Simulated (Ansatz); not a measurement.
One change: `[CH3][GeH3]` becomes `O[CH2][GeH3]`.

Ansatz, PBE0-D4/def2-TZVP geometries, multiplicity 1. Each molecule was computed in one conformer, which needn't be the lowest.

Scalar relativity is left out up to krypton.

| property | `[CH3][GeH3]` |
| --- | --- |
| LUMO energy (ωB97M-V/def2-TZVPP) / eV | 2.39 |
| HOMO energy (PBE0/def2-TZVPP) / eV | -8.93 |
| HOMO energy (PBE/def2-TZVPP) / eV | -7.68 |
| HOMO–LUMO gap (B3LYP/def2-TZVPP) / eV | 9.28 |
| ideal-gas entropy at 298 K and 1 bar (rigid rotor, harmonic PBE0-D4/def2-TZVP) / J/(mol·K) | 269 |
| LUMO energy (PBE0/def2-TZVPP) / eV | 0.88 |

**Question.** Give the same properties after the change, and the shifts. (An estimate is asked.)

**Answer.** Ansatz gave: 
| property | `O[CH2][GeH3]` | shift |
| --- | --- | --- |
| LUMO energy (ωB97M-V/def2-TZVPP) / eV | 2.20 | -0.19 |
| HOMO energy (PBE0/def2-TZVPP) / eV | -8.11 | 0.82 |
| HOMO energy (PBE/def2-TZVPP) / eV | -6.42 | 1.26 |
| HOMO–LUMO gap (B3LYP/def2-TZVPP) / eV | 8.22 | -1.06 |
| ideal-gas entropy at 298 K and 1 bar (rigid rotor, harmonic PBE0-D4/def2-TZVP) / J/(mol·K) | 308 | 39 |
| LUMO energy (PBE0/def2-TZVPP) / eV | 0.69 | -0.19 |

With PBE0 the HOMO rises by 0.82 eV and the LUMO falls by 0.19 eV, so the gap narrows by about 1.01 eV. PBE moves the HOMO by 1.26 eV and ωB97M-V by 0.59 eV. The zero-point energy changes by 14.0 kJ/mol with +3 modes.

B3LYP here is the variant with VWN-RPA as its local correlation; programs differ in this.
